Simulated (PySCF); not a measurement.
# Working out the ionisation energy of Cr²⁺

Cr²⁺ [Ar] 3d4 (5D) → Cr³⁺ [Ar] 3d3 (4F). Computed with PySCF 2.14 in def2-TZVPPD (6s6p4d2f1g, 67 functions), with no relativity, point nucleus. Frozen: [Ar]. Energies in hartree (1 hartree = 27.21139 eV):

```tsv
part	Cr²⁺ (lower)	Cr³⁺ (upper)
UHF	-1042.561298	-1041.463400
CCSD correlation	-0.043276	-0.018062
(T)	-0.000330	-0.000048
```

Task: What does Hartree-Fock give?

Result: (-1041.463400) − (-1042.561298) = 1.097898 hartree = 29.875 eV.

Task: What do CCSD and CCSD(T) give?

Result: The CCSD correlation energies differ by 0.025214 hartree = 0.686 eV and the triples by 0.000282 hartree = 0.008 eV, so CCSD gives 30.561 eV and CCSD(T) 30.569 eV.

A first-order spin-orbit estimate adds -0.024 eV to CCSD(T) (valence), giving 30.545 eV against 30.959 ± 0.025 eV (measured; NIST Atomic Spectra Database, ionization energies).

The calculation is non-relativistic.

What remains against the reference includes basis incompleteness, the frozen core and higher excitations.
